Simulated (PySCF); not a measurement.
Mapped SMILES: `[CH3:1][O:2][B:3]([O:4][CH3:5])[B:6]([Cl:7])[Cl:8]`; H(Xn) means a hydrogen on atom n.

Geometry: PBE0-D3(BJ)/def2-SVP; GIAO shifts from PySCF 2.14, gas phase, non-relativistic, averaged over equivalent atoms.

At PBE0/pcSseg-1 (180 basis functions, 35 s wall time on 1 thread of an Intel Xeon Platinum 8488C, shared host):
| atoms | δ (ppm) |
| --- | --- |
| C1/C5 | 53.1 |
| O2/O4 | 118.1 |
| B6 | 71.2 |
| B3 | 25.6 |
| Cl7/Cl8 | 349.3 |
| H(C1)/H(C5) | 3.69 |

Scale: TMS for ¹³C (σ = 184.41 ppm), ¹H (σ = 31.27 ppm); ¹⁷O (σ = 334.56 ppm) vs H2O; ¹¹B (σ = 100.73 ppm) against BF3·OEt2; ³⁵Cl (σ = 943.27 ppm) vs HCl (reference shieldings calculated alike).

Question: Estimate the result of repeating the calculation with CAM-B3LYP/pcSseg-1.

Answer: 
```
      atoms  δ at CAM-B3LYP/pcSseg-1  change
      C1/C5                     53.2    +0.1
      O2/O4                    117.3    -0.8
         B6                     75.2    +4.0
         B3                     27.0    +1.4
    Cl7/Cl8                    336.1   -13.2
H(C1)/H(C5)                     3.70   +0.01
```

Chemical shifts δ = σref − σ; ¹³C (σref 182.45), ¹H (σref 31.33) vs TMS; ¹⁷O (σref 338.55) against H2O; BF3·OEt2 for ¹¹B (σref 99.35); ³⁵Cl (σref 938.90) against HCl, all at this level.

The largest change is at Cl7/Cl8 (chlorine bonded to B). Cost: 180 basis functions, 33 s wall time on 1 thread of an Intel Xeon Platinum 8488C, shared host.

Experimental scales use liquid or dissolved standards, which lie at an offset from isolated H2O (liquid H2O: subtract about 36 ppm).
